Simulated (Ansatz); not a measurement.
# Worked example: C2H8InN → C2H7InN + H

Species: C2H8InN `C[N](C)[InH2]`, singlet; C2H7InN `[CH2][N](C)[InH2]`, doublet; H atom, doublet. 

Shapes, held fixed at every level: PBE0-D4/def2-TZVP. Flexible molecules stand in one conformer, not always the lowest. Programs: Ansatz 0.2.0. Electronic energies: no zero-point or thermal term.

At CCSD(T)/def2-TZVPP; 1 Eh = 2625.50 kJ/mol:

| species | energy (Eh) |
| --- | --- |
| C2H8InN | -324.999034 |
| C2H7InN | -324.359367 |
| H | -0.499810 |

Work out ΔE of the reaction at this level.


1. Products less reactants: (-324.359367) + (-0.499810) − [(-324.999034)] = 0.139857 Eh = +367.2 kJ/mol.

Other levels give +264.4 (HF/def2-TZVPP) to +379.1 kJ/mol (wB97X-V/def2-TZVPP). No measured value is set beside it here. Open shells run unrestricted unless RO is named. For atoms past krypton def2 sets carry core potentials with scalar relativity. Correlated rows may include outer-core shells of In, which these sets cover unevenly.
